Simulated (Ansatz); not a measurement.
Cost and result for the atomization energy of `[TeH][SiH]1CC1` (10 atoms, 10 bonds).

Z-matrix (Å, degrees):
```
Si
C 1 1.850
C 1 1.851 2 49.2
Te 1 2.469 2 120.4 3 100.4
H 1 1.479 2 118.3 3 -103.8
H 2 1.086 1 118.4 3 108.1
H 2 1.084 1 118.8 3 -107.9
H 3 1.085 1 118.4 2 -108.1
H 3 1.085 1 119.4 2 107.6
H 4 1.659 1 92.8 2 82.6
```

Charge 0, multiplicity 1. Correlated methods include outer-core shells of Te, which these sets cover unevenly. Te takes the def2 core potential. The structure was optimised at the PBE0-D4/def2-TZVP level. Program: Ansatz. All runs use 4 threads of an Arm Neoverse V2 on a shared host. Times are those of one run each, without the atoms' runs, and a repeat can differ threefold. Electronic energies, without spin–orbit coupling; frozen cores. CCSD(T)/CBS adds CCSD(T) − MP2 in def2-TZVPP to the MP2 limit, and its time is that of the two runs behind it. T1 = 0.011. With those shells the extrapolation isn't a true limit. B3LYP takes the VWN-RPA correlation (the form of Gaussian; ORCA's B3LYP/G). HSE06 is the plane-wave form, built on full-range PBE exchange.

CCSD(T)/CBS is a level of theory with its own doubt, some kJ/mol a heavy atom from the limit and from the frozen cores, so smaller differences don't rank the functionals.

```json
{"level": "revPBE-D4/def2-TZVPP", "functions": "238", "wall time": "1.8 s"}
{"level": "HSE06-D4/def2-TZVPP", "functions": "238", "wall time": "3 s"}
{"level": "BHLYP-D4/def2-TZVPP", "functions": "238", "wall time": "3.8 s"}
{"level": "B3LYP-D4/def2-TZVPP (with forces)", "functions": "238", "wall time": "4.2 s"}
{"level": "r2SCAN-D4/def2-TZVPP (with forces)", "functions": "238", "wall time": "4.6 s"}
{"level": "CCSD(T)/def2-SVP", "functions": "102", "wall time": "4.8 s"}
{"level": "PBE-QIDH/def2-TZVPP", "functions": "238", "wall time": "5.5 s"}
{"level": "ωB97X-V/def2-TZVPP", "functions": "238", "wall time": "7 s"}
{"level": "B97M-V/def2-TZVPP", "functions": "238", "wall time": "8.5 s"}
{"level": "ωB97M-V/def2-TZVPP (with forces)", "functions": "238", "wall time": "10 s"}
{"level": "MP2/def2-QZVPP", "functions": "446", "wall time": "18 s"}
{"level": "CCSD(T)/def2-TZVPP", "functions": "238", "wall time": "2.5 min"}
{"level": "CCSD(T)/CBS(def2)", "functions": "–", "wall time": "2.8 min"}
```

Q: What atomization energy does each give, and how far from CCSD(T)/CBS? (Estimate.)

A: Computed: 
```json
{"level": "revPBE-D4/def2-TZVPP", "atomization (kcal/mol)": "807.0", "difference from CCSD(T)/CBS": "-6.5", "per bond": "-0.6"}
{"level": "HSE06-D4/def2-TZVPP", "atomization (kcal/mol)": "815.4", "difference from CCSD(T)/CBS": "1.9", "per bond": "0.2"}
{"level": "BHLYP-D4/def2-TZVPP", "atomization (kcal/mol)": "790.6", "difference from CCSD(T)/CBS": "-22.9", "per bond": "-2.3"}
{"level": "B3LYP-D4/def2-TZVPP (with forces)", "atomization (kcal/mol)": "809.2", "difference from CCSD(T)/CBS": "-4.3", "per bond": "-0.4"}
{"level": "r2SCAN-D4/def2-TZVPP (with forces)", "atomization (kcal/mol)": "813.9", "difference from CCSD(T)/CBS": "0.4", "per bond": "0.0"}
{"level": "CCSD(T)/def2-SVP", "atomization (kcal/mol)": "760.8", "difference from CCSD(T)/CBS": "-52.7", "per bond": "-5.3"}
{"level": "PBE-QIDH/def2-TZVPP", "atomization (kcal/mol)": "808.2", "difference from CCSD(T)/CBS": "-5.3", "per bond": "-0.5"}
{"level": "ωB97X-V/def2-TZVPP", "atomization (kcal/mol)": "814.5", "difference from CCSD(T)/CBS": "1.0", "per bond": "0.1"}
{"level": "B97M-V/def2-TZVPP", "atomization (kcal/mol)": "815.2", "difference from CCSD(T)/CBS": "1.7", "per bond": "0.2"}
{"level": "ωB97M-V/def2-TZVPP (with forces)", "atomization (kcal/mol)": "810.6", "difference from CCSD(T)/CBS": "-2.9", "per bond": "-0.3"}
{"level": "MP2/def2-QZVPP", "atomization (kcal/mol)": "811.0", "difference from CCSD(T)/CBS": "-2.5", "per bond": "-0.3"}
{"level": "CCSD(T)/def2-TZVPP", "atomization (kcal/mol)": "790.0", "difference from CCSD(T)/CBS": "-23.5", "per bond": "-2.4"}
{"level": "CCSD(T)/CBS(def2)", "atomization (kcal/mol)": "813.5", "difference from CCSD(T)/CBS": "0.0", "per bond": "0.0"}
```

From BLYP to BHLYP (50 % exact exchange), in def2-TZVPP and without D4, the atomization energy moves by −9.6 kcal/mol: exact exchange takes away binding that semilocal exchange gives to molecules. Leaving LDA and LC-ωPBE aside and taking each functional with its dispersion term where it has one, the values, not all of them listed here, spread over 34.4 kcal/mol, from BHLYP-D4 to PBE-D4. LDA lies +106.5 kcal/mol from PBE without D4, its usual overbinding. In def2-TZVPP, CCSD(T) changes the Hartree–Fock value by +202.2 kcal/mol (the triples alone add +12.8 kcal/mol) and MP2 by +209.4 kcal/mol; breaking electron pairs costs correlation energy, which Hartree–Fock lacks.

Spin–orbit coupling would lower the free Te atoms strongly, and the atomization energy with them, by more than many differences here.
